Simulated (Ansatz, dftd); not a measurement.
Species: BSiH3F, charge 0, doublet. BSiH3F (SMILES FB[SiH2], doublet).
B3LYP-D3(BJ)/def2-TZVP minimum from Ansatz (a quantum-chemistry and plane-wave program):
```xyz
6

B     -0.3778    -0.7293     0.3637
F      0.5103    -1.0435     1.3077
H     -1.3460    -1.4210     0.2516
Si    -0.0965     0.8242    -0.8032
H     -1.0709     1.1836    -1.8521
H      1.0638     1.7366    -0.7429
```
Charge 0, spin multiplicity 2.

Property: atomisation energy (electronic, to ground-state atoms), in kcal/mol. Radicals and triplets start from unrestricted determinants; spin-orbit coupling is neglected. Cores are frozen in correlated methods. Rows without X2C or -DK are non-relativistic. CBS(X,Y): correlation extrapolated as X^-3, Hartree-Fock from the larger set. A bracket is a step between two methods taken in the basis named. Functionals run without relativity, which enters their misses. '+ core + X2C': CCSD(T) terms for core correlation (cc-pwCVTZ, 1s frozen past Ne) and scalar relativity (cc-pVTZ-DK). For partners of very few electrons the exact lower level stands in for a higher one.

```tsv
level	program	atomisation energy (kcal/mol)	difference against the last row
PBE-D4/def2-TZVPD	Ansatz + dftd4	467.1	7.5
PBE0-D3(BJ)/def2-TZVPD	Ansatz + dftd3	460.4	0.8
CAM-B3LYP-D4/def2-TZVPD	Ansatz + dftd4	464.7	5.1
MP2/CBS(cc-pV(T+d)Z,cc-pV(Q+d)Z)	Ansatz	465.4	5.8
CCSDT(Q)/cc-pV(D+d)Z	Ansatz	422.7	-36.9
CCSD(T)/CBS(cc-pV(T+d)Z,cc-pV(Q+d)Z) + [CCSDT(Q) - CCSD(T)]/cc-pV(D+d)Z + core + X2C	Ansatz	459.6	0.0
```
